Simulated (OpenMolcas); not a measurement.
**Re5+: moving the ligands**

Re5+ with 6 ligands (fluoride) in octahedral coordination (Oh) at 1.89 Å. A charge of +0.167 e stands 2.6 Å behind each ligand. Ligand basis ANO-RCC-VDZP.
```
Re    0.0000    0.0000    0.0000
F     1.8900    0.0000    0.0000
F     0.0000    1.8900    0.0000
F    -1.8900    0.0000    0.0000
F     0.0000   -1.8900    0.0000
F     0.0000    0.0000    1.8900
F     0.0000    0.0000   -1.8900
```

```
Program             : OpenMolcas
Method              : SS-CASPT2, IPEA 0.25 Eh, imaginary shift 0.1 Eh (closed shells correlated: 5s 5p and the ligand valence shells)
Basis               : ANO-RCC-VTZP [8s7p5d3f2g1h]
Scalar Hamiltonian  : DKH2, point nucleus
Active space        : 2 electrons in 5 orbitals (5d)
State averaging     : 2S+1 = 3 even, 10 roots; 2S+1 = 1 even, 15 roots
Spin-orbit coupling : state interaction with AMFI integrals over the reference wave functions
```

Runs around this geometry, states (labels of O, the rotations of Oh). Energies in cm-1 above the lowest state or level, χT in cm3 K/mol; under a threefold ground state the first gap can be a small split of the lowest multiplet, not the spin-orbit step.

```tsv
R (Å)	Ground state	First state of that spin	First gap with spin-orbit (degeneracies)	χT at 300 K	First state of another spin
1.85	3T1	3T2 43130	240 (2, 3)	0.131	1T2 6920
1.89	3T1	3T2 39770	260 (2, 3)	0.122	1T2 6960
1.94	3T1	3T2 36130	270 (2, 3)	0.111	1T2 6810
```

Taking the first state of the same spin as R^-n, n = -ln(36130 / 43130) / ln(1.94 / 1.85) = 3.7 between the shortest and longest distance.

Roots that are degenerate in the reference are averaged as groups; the widest CASPT2 spread within a group is 1200 cm-1 (the 3-fold group of multiplicity 1 near 48500 cm-1 above the lowest state of its run, R = 1.89). Shifts and gaps below about the spread of the groups concerned are not significant. Over all roots computed the reference weight is 0.69 to 0.70 in R = 1.85, 0.68 to 0.70 in R = 1.89, 0.68 to 0.69 in R = 1.94; a low but even weight reflects the number of correlated electrons. An orbital triplet at a regular site is open to Jahn-Teller coupling, which can distort the site and quench the lowest spin-orbit gaps and is left out. Ligand-to-metal charge-transfer states are missing. With no ligand orbital active B as a rule stays too high, so bands that hang on it stand too high and its fall with covalency is understated. With one d shell and no ligand orbital active, 10Dq can be off by a tenth or more. The least metal-like active orbital is 71 % on the metal (Löwdin) and no ligand orbital is active, so the numbers are rough (holds for R = 1.85; R = 1.89). The least metal-like active orbital is 72 % on the metal (Löwdin) and no ligand orbital is active, so the numbers are rough (holds for R = 1.94). No measured value stands beside these numbers; the geometry is a model, was not optimised and need not be the one that this ion takes.
